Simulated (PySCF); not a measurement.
# Working out the ionisation energy of Ge¹⁵⁺

Ge¹⁵⁺ [Ne] 3s2 3p5 (2P) → Ge¹⁶⁺ [Ne] 3s2 3p4 (3P). All numbers are calculated (PySCF 2.14, the non-relativistic Hamiltonian (point nucleus), in an even-tempered Gaussian basis (17 s from 1.1 bohr⁻², ratio 2.5; 11 p from 1.4 bohr⁻², ratio 2.5; 5 d from 8.6 bohr⁻², ratio 2.7; 4 f from 13 bohr⁻², ratio 2.7)). Frozen: 1s2; the 17 highest virtual orbitals dropped. Energies in hartree (1 hartree = 27.21139 eV):

```json
{"part": "UHF", "Ge¹⁵⁺ (lower)": "-1965.161741", "Ge¹⁶⁺ (upper)": "-1944.400717"}
{"part": "CCSD correlation", "Ge¹⁵⁺ (lower)": "-0.571176", "Ge¹⁶⁺ (upper)": "-0.539653"}
{"part": "(T)", "Ge¹⁵⁺ (lower)": "-0.002783", "Ge¹⁶⁺ (upper)": "-0.002707"}
```

**Question.** What does Hartree-Fock give?

**Answer.** (-1944.400717) − (-1965.161741) = 20.761024 hartree = 564.936 eV.

**Question.** What do CCSD and CCSD(T) give?

**Answer.** The CCSD correlation energies differ by 0.031523 hartree = 0.858 eV and the triples by 0.000076 hartree = 0.002 eV, so CCSD gives 565.794 eV and CCSD(T) 565.796 eV.

Reference: 567.3 ± 0.5 eV (semi-empirical (NIST evaluation); NIST Atomic Spectra Database, ionization energies), between the lowest levels; spin-orbit coupling is absent from the calculation.

The calculation is non-relativistic.

What remains against the reference includes basis incompleteness, the frozen core and higher excitations.
